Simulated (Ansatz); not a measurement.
Si₂Ge₃, relaxed as a triplet with UKS PBE-D4/def2-SVP in Ansatz, starting from the PBE-D4/def2-SVP geometry of the neutral singlet. Force threshold 0.02 eV/Å.

At PBE-D4/def2-SVP a singlet of charge 0 lies 0.41 eV below the triplet, each at its own geometry. The structure comes from a short search, and lower isomers may exist.

Start:

```xyz
5

Si    1.0629   -0.5567    0.5690
Si   -0.7256    0.1059   -1.1087
Ge   -1.7393    0.1917    1.0400
Ge    0.3351    1.6252    1.1792
Ge    1.0669   -1.3662   -1.6795
```

| step | energy (eV) | largest force component (eV/Å) | SCF passes |
| --- | --- | --- | --- |
| 1 | -185249.6018 | 1.034 | 48 |
| 2 | -185250.0770 | 0.522 | 32 |
| 3 | -185250.2878 | 0.259 | 33 |
| 4 | -185250.3003 | 0.066 | 23 |
| 5 | -185250.3013 | 0.017 | 25 |
| 6 | -185250.3023 | 0.041 | 25 |
| 7 | -185250.3090 | 0.099 | 26 |
| 8 | -185250.3252 | 0.088 | 29 |
| 9 | -185250.3478 | 0.287 | 29 |
| 10 | -185250.3716 | 0.238 | 28 |
| 11 (rejected) | -185250.3445 | 0.610 | 28 |
| 12 | -185250.3894 | 0.083 | 24 |
| 13 | -185250.3914 | 0.062 | 22 |
| 14 | -185250.3918 | 0.008 | 27 |

Force components are those of the run's own axes.

End:

```xyz
5

Si    0.569   -0.974    0.862
Si   -0.910    0.238   -1.064
Ge   -1.671   -0.100    1.221
Ge    0.728    1.575    0.429
Ge    1.285   -0.738   -1.449
```

Bonds lost: Ge3–Ge4 (atoms count from 1). Bonds formed: Si1–Ge3, Si2–Ge4 (atoms count from 1).

The force fell under the threshold at step 5, but the optimiser went on and released 0.091 eV more. No frequencies were taken in this run, so the end may be a saddle point.

It took 21 s on 4 threads of Intel Xeon on a shared host.
